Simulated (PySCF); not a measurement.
## S (sulfur, neutral) across methods

[Ne] 3s1 3p4 4s1, high-spin 5P determinant (an excited configuration). Calculation: PySCF 2.14, in dyall-acv3z (19s12p6d4f, 113 functions); no relativity, point nucleus.

```
 method  E (hartree)  mean ε 3p α (eV)  mean ε 3p β (eV)  mean ε 4s α (eV)  Σ⟨r²⟩ (bohr²)   ⟨S²⟩
    UHF   -396.91496           -18.662           -12.545            -3.382          49.82  6.010
r2SCANh    -397.4838           -14.077           -10.495            -2.165          49.37  6.007
   TPSS    -397.5250           -13.056           -10.089            -1.918          49.26  6.004
    LDA    -396.1236           -12.829            -9.943            -2.060          48.49  6.002
 r2SCAN    -397.4866           -13.519           -10.125            -1.995          49.42  6.006
   PBE0    -397.3635           -14.458           -10.991            -2.411          49.02  6.003
    PBE    -397.3367           -12.841            -9.987            -1.965          48.84  6.003
 PBEsol    -396.7008           -12.812            -9.890            -1.994          48.89  6.003
```

The outer electron is Rydberg-like, and this basis confines it to a smaller radius and binds it less than a complete one would.
